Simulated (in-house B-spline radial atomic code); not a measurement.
## Ionising the hafnium ion Hf²⁺ with different functionals

Computed with an all-electron radial atomic-structure program (B-spline basis): four-component Dirac-Coulomb Hamiltonian, Fermi nucleus of rms radius 5.347 fm, spin-restricted, spherical fractional occupations for the functionals. The ionisation energy is the difference of two self-consistent energies, [Xe] 4f14 5d2 → [Xe] 4f14 5d1, without Breit or QED terms; ε is the level of the shell that loses the electron (mean over j). The electron is taken from both j subshells in proportion to 2j + 1, so the result is a j average, not the step between ground levels.

Hybrids are left out here: with spherical fractional occupations of an open shell their exact exchange keeps a self-interaction that integer-occupation calculations don't have.

```
           method  rung  ΔSCF (eV)  -ε(5d) (eV)
         LDA VWN5   LDA      22.10        17.01
 relativistic LDA   LDA      22.11        17.02
         LDA PW92   LDA      22.09        17.01
LDA exchange-only   LDA      20.77        15.75
              PBE   GGA          ?            ?
           PBEsol   GGA      21.77        16.69
             BLYP   GGA      21.80        16.72
             RPBE   GGA      21.68        16.59
             PW91   GGA      21.85        16.76
             BP86   GGA      21.87        16.82
             AM05   GGA      21.75        16.67
             OLYP   GGA          ?            ?
```

(1) What does PBE give?

(2) What does OLYP give?

(3) How do they compare with the NIST value?

Answers

(1) ΔSCF 21.78 eV, and -ε(5d) = 16.70 eV.

(2) ΔSCF 21.66 eV, and -ε(5d) = 16.52 eV.

(3) NIST lists 22.55 eV ± 0.04 (tabulated theory, ground level to ground level). Errors run from -1.78 to -0.44 eV; relativistic LDA is closest (-0.44 eV), though others lie within the uncertainty of it, and part of that can be cancellation, since the calculations leave out Breit-QED terms, spin polarisation, the choice among j levels, multiplet and fine-structure energies.
